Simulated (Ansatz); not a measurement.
A nudged elastic band was laid between two geometries of CH$_{5}$AsO (8 atoms, charge 0, multiplicity 1).

The calculation used Ansatz, RKS revPBE-D4/def2-SVP.

```
movable images  : 7
climbing image  : yes
spring          : 5.0 eV/Å²
optimiser       : quadratic models (default)
start path      : IDPP
force threshold : 0.05 eV/Å
iteration limit : 46
end points      : relaxed
```

Image 0:

```xyz
8
Properties=species:S:1:pos:R:3
O -1.445 0.673 -0.435
C -0.151 0.660 0.130
As 1.052 -0.682 -0.821
H -1.867 -0.177 -0.209
H -0.145 0.461 1.226
H 0.293 1.662 -0.036
H 0.272 -1.886 -0.240
H 2.083 -0.769 0.329
```

Image 8:

```xyz
8
Properties=species:S:1:pos:R:3
O -1.051 0.556 -0.797
C -0.184 0.676 0.305
As 1.305 -0.696 0.435
H -1.459 -0.328 -0.748
H -0.707 0.647 1.292
H 0.313 1.665 0.229
H 0.321 -1.883 0.314
H 1.556 -0.693 -1.085
```

**Question.** What changes between the two ends?

**Answer.** No bond is made or broken. The height of As3 over the plane of its neighbours goes from -0.92 to 0.92 Å.

**Question.** Give the energies along the band, and the barrier.

**Answer.** It converged. The highest image is number 4 of 0 to 8, 1.60 eV above the first end and 1.66 eV above the last; the last end lies 0.06 eV below the first. Neighbouring images differ by up to 1.5 eV, so the band resolves the path poorly. A vibrational analysis at the climbing image gives one clearly imaginary mode, 870i cm⁻¹: a first-order saddle point.

```csv
image,path coordinate (Å),energy (eV),height of As3 over the plane of its neighbours (Å)
0,0.00,0.00,-0.92
1,0.82,0.03,-0.91
2,1.64,0.05,-0.90
3,2.46,0.10,-0.79
4,3.27,1.60,0.01
5,3.67,0.80,0.45
6,4.06,0.15,0.76
7,4.45,-0.02,0.88
8,4.84,-0.06,0.92
```

**Question.** What is the geometry of the highest image?

**Answer.** 
```xyz
8
Properties=species:S:1:pos:R:3:forces:R:3
O -1.100 1.060 -0.787 -0.01 0.01 -0.02
C -0.333 0.652 0.306 0.01 -0.01 0.02
As 0.911 -0.858 -0.001 0.00 -0.01 -0.01
H -1.523 0.258 -1.154 0.00 -0.01 0.00
H -0.916 0.276 1.181 0.00 0.00 0.00
H 0.267 1.522 0.636 0.00 0.00 0.01
H 0.644 -2.196 0.613 0.00 0.01 0.00
H 2.142 -0.771 -0.849 0.00 0.00 0.00
```

Time of the run: 3.9 min on 1 thread of Intel(R) Xeon(R) Platinum 8488C (Sapphire Rapids), on a shared host, peak memory 0.26 GiB.
